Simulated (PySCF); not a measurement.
C₃H₇O (SMILES [CH2]COC), doublet, at a GFN2-xTB geometry, with bond 5-1 at 1.6 times its length; PySCF with B3LYP/STO-3G.

Input for PySCF:
```python
from pyscf import gto, scf, dft

mol = gto.Mole()
mol.atom = '''
    C     1.420455   -0.077975    0.800823
    C     0.622539   -0.576727   -0.332575
    O    -0.404656    0.293611   -0.752418
    C    -1.462102    0.392060    0.168175
    H     2.503246   -1.132952    1.608685
    H     1.437752    0.970007    1.023880
    H     1.254610   -0.703777   -1.229873
    H     0.205947   -1.575344   -0.099359
    H    -1.117641    0.759922    1.141038
    H    -2.176905    1.094733   -0.255030
    H    -1.949064   -0.581236    0.314408
'''
mol.basis = 'sto-3g'
mol.charge = 0
mol.spin = 1
mol.verbose = 4
mol.build()

mf = dft.UKS(mol)
mf.xc = 'b3lyp'
mf.kernel()
```

Predict the main parts of the log of this PySCF run.


```
PySCF version 2.14.0

[INPUT] verbose = 4
[INPUT] num. atoms = 11
[INPUT] num. electrons = 33
[INPUT] charge = 0
[INPUT] spin (= nelec alpha-beta = 2S) = 1
[INPUT] symmetry False subgroup None
[INPUT] Mole.unit = angstrom
[INPUT] Symbol           X                Y                Z      unit          X                Y                Z       unit  Magmom
[INPUT]  1 C      1.420455000000  -0.077975000000   0.800823000000 AA    2.684270922269  -0.147351394563   1.513336144253 Bohr   0.0
[INPUT]  2 C      0.622539000000  -0.576727000000  -0.332575000000 AA    1.176428211861  -1.089856078642  -0.628475665877 Bohr   0.0
[INPUT]  3 O     -0.404656000000   0.293611000000  -0.752418000000 AA   -0.764689014662   0.554844377160  -1.421863951193 Bohr   0.0
[INPUT]  4 C     -1.462102000000   0.392060000000   0.168175000000 AA   -2.762972346179   0.740886024397   0.317804690999 Bohr   0.0
[INPUT]  5 H      2.503246000000  -1.132952000000   1.608685000000 AA    4.730449362413  -2.140968992278   3.039974070696 Bohr   0.0
[INPUT]  6 H      1.437752000000   0.970007000000   1.023880000000 AA    2.716957515046   1.833047568911   1.934852784420 Bohr   0.0
[INPUT]  7 H      1.254610000000  -0.703777000000  -1.229873000000 AA    2.370869293141  -1.329945782768  -2.324123137997 Bohr   0.0
[INPUT]  8 H      0.205947000000  -1.575344000000  -0.099359000000 AA    0.389183426176  -2.976968711977  -0.187761298011 Bohr   0.0
[INPUT]  9 H     -1.117641000000   0.759922000000   1.141038000000 AA   -2.112035395585   1.436044456032   2.156249317721 Bohr   0.0
[INPUT] 10 H     -2.176905000000   1.094733000000  -0.255030000000 AA   -4.113754249196   2.068745549523  -0.481936853548 Bohr   0.0
[INPUT] 11 H     -1.949064000000  -0.581236000000   0.314408000000 AA   -3.683197159249  -1.098376853738   0.594145011372 Bohr   0.0

nuclear repulsion = 125.944939462808
number of shells = 19
number of NR pGTOs = 81
number of NR cGTOs = 27
basis = sto-3g
ecp = {}

******** <class 'pyscf.dft.uks.UKS'> ********
method = UKS
initial guess = minao
damping factor = 0
level_shift factor = 0
DIIS = <class 'pyscf.scf.diis.CDIIS'>
diis_start_cycle = 1
diis_space = 8
diis_damp = 0
SCF conv_tol = 1e-09
SCF conv_tol_grad = None
SCF max_cycles = 50
direct_scf = True
direct_scf_tol = 1e-13
number electrons alpha = 17  beta = 16
XC library pyscf.dft.libxc version 7.1.2
    S. Lehtola, C. Steigemann, M. J. T. Oliveira, and M. A. L. Marques,  SoftwareX 7, 1–5 (2018)
XC functionals = b3lyp
    P. J. Stephens, F. J. Devlin, C. F. Chabalowski, and M. J. Frisch,  J. Phys. Chem. 98, 11623 (1994)
radial grids:
    Treutler-Ahlrichs [JCP 102, 346 (1995); DOI:10.1063/1.469408] (M4) radial grids

becke partition: Becke, JCP 88, 2547 (1988); DOI:10.1063/1.454033
pruning grids: <function nwchem_prune>
grids dens level: 3
symmetrized grids: False
atomic radii adjust function: <function treutler_atomic_radii_adjust>
small_rho_cutoff = 0
Set gradient conv threshold to 3.16228e-05
tot grids = 125096
init E= -191.307439681334

cycle= 1 E= -191.006743667138  delta_E= 0.301  |g|= 0.297  |ddm|= 2.82
cycle= 2 E= -190.96013041896  delta_E= 0.0466  |g|= 0.406  |ddm|= 1.03
cycle= 3 E= -191.070904410778  delta_E= -0.111  |g|= 0.0227  |ddm|= 0.655
cycle= 4 E= -191.071535693916  delta_E= -0.000631  |g|= 0.0143  |ddm|= 0.0718
cycle= 5 E= -191.071817354815  delta_E= -0.000282  |g|= 0.00782  |ddm|= 0.0359
cycle= 6 E= -191.071951824876  delta_E= -0.000134  |g|= 0.00478  |ddm|= 0.0213
cycle= 7 E= -191.072104793013  delta_E= -0.000153  |g|= 0.00294  |ddm|= 0.0369
cycle= 8 E= -191.07216849807  delta_E= -6.37e-05  |g|= 0.000807  |ddm|= 0.0333
cycle= 9 E= -191.072172535421  delta_E= -4.04e-06  |g|= 0.000242  |ddm|= 0.00923
cycle= 10 E= -191.0721726277  delta_E= -9.23e-08  |g|= 8.94e-05  |ddm|= 0.00109
cycle= 11 E= -191.072172637397  delta_E= -9.7e-09  |g|= 1.2e-05  |ddm|= 0.000319
cycle= 12 E= -191.072172637599  delta_E= -2.02e-10  |g|= 6.56e-06  |ddm|= 5.15e-05
Extra cycle  E= -191.072172637604  delta_E= -5.23e-12  |g|= 6.78e-06  |ddm|= 1.94e-05
converged SCF energy = -191.072172637604  <S^2> = 0.7858154  2S+1 = 2.0355003
```
